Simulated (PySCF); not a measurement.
PySCF 2.14 output of an unrestricted M06-2X calculation on a single atom or ion in cc-pVTZ-DK, with the spin-free X2C one-electron Hamiltonian (Gaussian nucleus):

```
SCF conv_tol = 1e-09
number electrons alpha = 5  beta = 2
    Y. Zhao and D. G. Truhlar.,  Theor. Chem. Acc. 120, 215 (2008)
    Y. Zhao and D. G. Truhlar.,  Theor. Chem. Acc. 120, 215 (2008)
cycle= 1 E= -74.6160990423396  delta_E= -0.00195  |g|= 0.00836  |ddm|= 0.171
cycle= 2 E= -74.6161282206926  delta_E= -2.92e-05  |g|= 0.00168  |ddm|= 0.0191
cycle= 3 E= -74.6161291447421  delta_E= -9.24e-07  |g|= 0.000423  |ddm|= 0.00406
cycle= 4 E= -74.6161291942048  delta_E= -4.95e-08  |g|= 3.29e-05  |ddm|= 0.000709
cycle= 5 E= -74.6161291945954  delta_E= -3.91e-10  |g|= 2.01e-06  |ddm|= 5.4e-05
converged SCF energy = -74.6161291945954  <S^2> = 3.7526624  2S+1 = 4.001331
```

The run itself started from symmetry-adapted Hartree-Fock orbitals and held the occupation by maximum overlap, on a logarithmic radial grid, so the iterations belong to that start.

Problem. Which element, charge and spin multiplicity is this?

Solution. O⁺ (oxygen, charge +1), multiplicity 4; the state was [He] 2s2 2p3, high-spin 4S determinant.
